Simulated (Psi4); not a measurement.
Cl2O2W, triplet, geometry from GFN2-xTB (such geometries of metal compounds can be far from the true shape) (the multiplicity is a formal guess) (core potentials on W); B3LYP5/def2-SVPD (Psi4).

Input for Psi4:
```
memory 2 GB

molecule mol {
0 3
W     0.374338   -0.074154    0.122705
O     1.492717   -0.628278   -1.013929
O     0.748204    0.184364    1.748483
Cl   -0.979501    1.605419   -0.736271
Cl   -1.704522   -1.073729   -0.143527
}

set {
  basis def2-svpd
  reference uks
}

energy('b3lyp5')
print_variables()
```

Question: Predict the main parts of the log of this Psi4 run.

Answer: 
```
   => Loading Basis Set <=

    Name: DEF2-SVPD
    Role: ORBITAL
    Keyword: BASIS

    !!!  WARNING: ECP capability is in beta. Please check occupations closely.  !!!

         ---------------------------------------------------------
                                   SCF
               by Justin Turney, Rob Parrish, Andy Simmonett
                          and Daniel G. A. Smith
                              UKS Reference
         ---------------------------------------------------------

  ==> Geometry <==

    Molecular point group: c1
    Full point group: C1

    Geometry (in Angstrom), charge = 0, multiplicity = 3:

       Center              X                  Y                   Z               Mass
    ------------   -----------------  -----------------  -----------------  -----------------
         W            0.336398945231    -0.066638657515     0.110268593384   183.950930920000
         O            1.454777945231    -0.620762657515    -1.026365406616    15.994914619570
         O            0.710264945231     0.191879342485     1.736046593384    15.994914619570
         CL          -1.017440054769     1.612934342485    -0.748707406616    34.968852682000
         CL          -1.742461054769    -1.066213657515    -0.155963406616    34.968852682000

  Running in c1 symmetry.

  Rotational constants: A =      0.07968  B =      0.05807  C =      0.04677 [cm^-1]
  Rotational constants: A =   2388.63455  B =   1740.79739  C =   1402.24733 [MHz]
  Nuclear repulsion =  330.070537748290121

  Charge       = 0
  Multiplicity = 3
  Electrons    = 64
  Nalpha       = 33
  Nbeta        = 31

  ==> Algorithm <==

  SCF Algorithm Type is DF.
  DIIS enabled.
  MOM disabled.
  Fractional occupation disabled.
  Guess Type is SAD.
  Energy threshold   = 1.00e-06
  Density threshold  = 1.00e-06
  Integral threshold = 1.00e-12

  ==> Primary Basis <==

  Basis Set: DEF2-SVPD
    Blend: DEF2-SVPD
    Number of shells: 53
    Number of basis functions: 135
    Number of Cartesian functions: 148
    Spherical Harmonics?: true
    Max angular momentum: 3

  Core potential: DEF2-SVPD
    Number of shells: 4
    Number of ECP primitives: 10
    Number of ECP core electrons: 60
    Max angular momentum: 3

  ==> DFT Potential <==

   => LibXC <=

    Version 7.1.2
    S. Lehtola, C. Steigemann, M. J. T. Oliveira, and M. A. L. Marques,  SoftwareX 7, 1–5 (2018) (10.1016/j.softx.2017.11.002)

   => Composite Functional: B3LYP5 <=

    B3LYP5 Hyb-GGA Exchange-Correlation Functional

    P. J. Stephens, F. J. Devlin, C. F. Chabalowski, and M. J. Frisch,  J. Phys. Chem. 98, 11623 (1994) (10.1021/j100096a001)

    Deriv               =              1
    GGA                 =           TRUE
    Meta                =          FALSE

    Exchange Hybrid     =           TRUE
    MP2 Hybrid          =          FALSE

   => Exchange Functionals <=

    0.0800   Slater exchange
    0.7200         Becke 88

   => Exact (HF) Exchange <=

    0.2000               HF

   => Correlation Functionals <=

    0.1900   Vosko, Wilk & Nusair (VWN5)
    0.8100   Lee, Yang & Parr

   => LibXC Density Thresholds  <==

    XC_HYB_GGA_XC_B3LYP5:  1.00E-15

   => Molecular Quadrature <=

    Radial Scheme          =       TREUTLER
    Pruning Scheme         =           NONE
    Nuclear Scheme         =       TREUTLER

    Blocking Scheme        =         OCTREE
    BS radius alpha        =              1
    Pruning alpha          =              1
    Radial Points          =             75
    Spherical Points       =            302
    Total Points           =         108785
    Total Blocks           =            914
    Max Points             =            256
    Max Functions          =            132
    Weights Tolerance      =       1.00E-15

   => Loading Basis Set <=

    Name: (DEF2-SVPD AUX)
    Role: JKFIT
    Keyword: DF_BASIS_SCF

  ==> Integral Setup <==

  SCF_SUBTYPE=INCORE selected. In-core MEM_DF algorithm will be used.
  Using in-core AOs.

[...]
   -------------------------

  ==> Iterations <==

                           Total Energy        Delta E     RMS |[F,P]|

   @DF-UKS iter SAD: -1136.52871663475707   -1.13653e+03   0.00000e+00
   @DF-UKS iter   1: -1136.56980534690410   -4.10887e-02   1.06628e-02 DIIS/ADIIS
   @DF-UKS iter   2: -1125.23564317407636    1.13342e+01   3.18484e-02 DIIS/ADIIS
   @DF-UKS iter   3: -1137.34136757786519   -1.21057e+01   3.46613e-03 DIIS/ADIIS
   @DF-UKS iter   4: -1137.18136826089108    1.59999e-01   4.63968e-03 DIIS/ADIIS
   @DF-UKS iter   5: -1137.41542823240570   -2.34060e-01   1.37326e-03 DIIS/ADIIS
   @DF-UKS iter   6: -1137.43210162284686   -1.66734e-02   5.04660e-04 DIIS/ADIIS
   @DF-UKS iter   7: -1137.43297881170179   -8.77189e-04   5.09186e-04 DIIS/ADIIS
   @DF-UKS iter   8: -1137.43504661058364   -2.06780e-03   1.35634e-04 DIIS/ADIIS
   @DF-UKS iter   9: -1137.43525979824790   -2.13188e-04   7.08658e-05 DIIS
   @DF-UKS iter  10: -1137.43530809058598   -4.82923e-05   4.41821e-05 DIIS
   @DF-UKS iter  11: -1137.43533604195159   -2.79514e-05   7.20069e-06 DIIS
   @DF-UKS iter  12: -1137.43533775823630   -1.71628e-06   8.02129e-06 DIIS
   @DF-UKS iter  13: -1137.43533841328667   -6.55050e-07   5.91781e-06 DIIS
   @DF-UKS iter  14: -1137.43533899820704   -5.84920e-07   7.85840e-07 DIIS
  Energy and wave function converged.

  ==> Post-Iterations <==

   Electrons on quadrature grid:
      Nalpha   =   32.9999654104 ; deviation = -3.459e-05
      Nbeta    =   30.9999650674 ; deviation = -3.493e-05
      Ntotal   =   63.9999304778 ; deviation = -6.952e-05

   @Spin Contamination Metric:   4.408274386E-03
   @S^2 Expected:                2.000000000E+00
   @S^2 Observed:                2.004408274E+00
   @S   Expected:                1.000000000E+00
   @S   Observed:                1.000000000E+00

    Orbital Energies [Eh]
    ---------------------

    Alpha Occupied:

[...]
    Alpha Virtual:

[...]
    Beta Occupied:

[...]
      31A     -0.323442

    Beta Virtual:

[...]
    Final Occupation by Irrep:
              A
    DOCC [    31 ]
    SOCC [     2 ]
    NA   [    33 ]
    NB   [    31 ]

  @DF-UKS Final Energy: -1137.43533899820704

   => Energetics <=

    Nuclear Repulsion Energy =            330.0705377482901213
    One-Electron Energy =               -2246.5552059183569327
    Two-Electron Energy =                 844.4022311534561140
    DFT Exchange-Correlation Energy =     -65.3529019815961902
    Empirical Dispersion Energy =           0.0000000000000000
    VV10 Nonlocal Energy =                  0.0000000000000000
    Total Energy =                      -1137.4353389982070439

  UHF NO Occupations:
  HONO-2 :   31  A 1.9989930
  HONO-1 :   32  A 1.0000000
  HONO-0 :   33  A 1.0000000
  LUNO+0 :   34  A 0.0010070
  LUNO+1 :   35  A 0.0002829
  LUNO+2 :   36  A 0.0002559
  LUNO+3 :   37  A 0.0001749

Computation Completed

Properties will be evaluated at   0.000000,   0.000000,   0.000000 [a0]

Properties computed using the SCF density matrix

 Multipole Moments:

 ------------------------------------------------------------------------------------
     Multipole            Electronic (a.u.)      Nuclear  (a.u.)        Total (a.u.)
 ------------------------------------------------------------------------------------

 L = 1.  Multiply by 2.5417464519 to convert [e a0] to [Debye]
 Dipole X            :         45.9632100          -47.0322418           -1.0690317
 Dipole Y            :         -9.1050429            9.3168107            0.2117678
 Dipole Z            :         15.0663242          -15.4167524           -0.3504282
 Magnitude           :                                                    1.1447595

 ------------------------------------------------------------------------------------

  Variable Map:
  ----------------------------------------------------------------------------
[...]
  Array Variable Map:
  ----------------------------------------------------------------------------
[...]
[...]
```
